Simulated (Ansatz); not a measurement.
The same molecule with X = O, S, Te. Ansatz, PBE0-D4/def2-TZVP geometries, multiplicity 1. Each molecule was computed in one conformer, which needn't be the lowest.

Elements past krypton have def2 core potentials.

```json
{"X": "O", "molecule": "`[NH2][AlH][SiH2]O`", "mean X–H bond length / Å": "0.958", "mean X–Si bond length / Å": "1.666", "HOMO energy (ωB97M-V/def2-TZVPP) / eV": "-9.10", "HOMO energy (PBE/def2-TZVPP) / eV": "-5.90", "LUMO energy (ωB97M-V/def2-TZVPP) / eV": "0.46"}
{"X": "Te", "molecule": "`[NH2][AlH][SiH2][TeH]`", "mean X–H bond length / Å": "1.660", "mean X–Si bond length / Å": "2.523", "HOMO energy (ωB97M-V/def2-TZVPP) / eV": "-8.31", "HOMO energy (PBE/def2-TZVPP) / eV": "-5.32", "LUMO energy (ωB97M-V/def2-TZVPP) / eV": "0.33"}
```

(1) Give the row for X = S, `[NH2][AlH][SiH2]S`. (An estimate is asked.)

Results:

(1) The calculation gave: 
```
X             molecule  mean X–H bond length / Å  mean X–Si bond length / Å  HOMO energy (ωB97M-V/def2-TZVPP) / eV  HOMO energy (PBE/def2-TZVPP) / eV  LUMO energy (ωB97M-V/def2-TZVPP) / eV
S  `[NH2][AlH][SiH2]S`                     1.344                      2.162                                  -8.97                              -5.79                                   0.39
```

From O to Te the mean X–H bond length rises at each step, by 0.702 Å in all; the mean X–Si bond length rises at each step, by 0.857 Å in all; the HOMO energy (ωB97M-V/def2-TZVPP) rises at each step, by 0.79 eV in all; the HOMO energy (PBE/def2-TZVPP) rises at each step, by 0.58 eV in all; the LUMO energy (ωB97M-V/def2-TZVPP) falls at each step, by 0.13 eV in all. Bonds lengthen as the atom grows down the group.

Spin–orbit coupling is left out; it splits and shifts lone-pair levels of the heavy atoms by tenths of an eV.
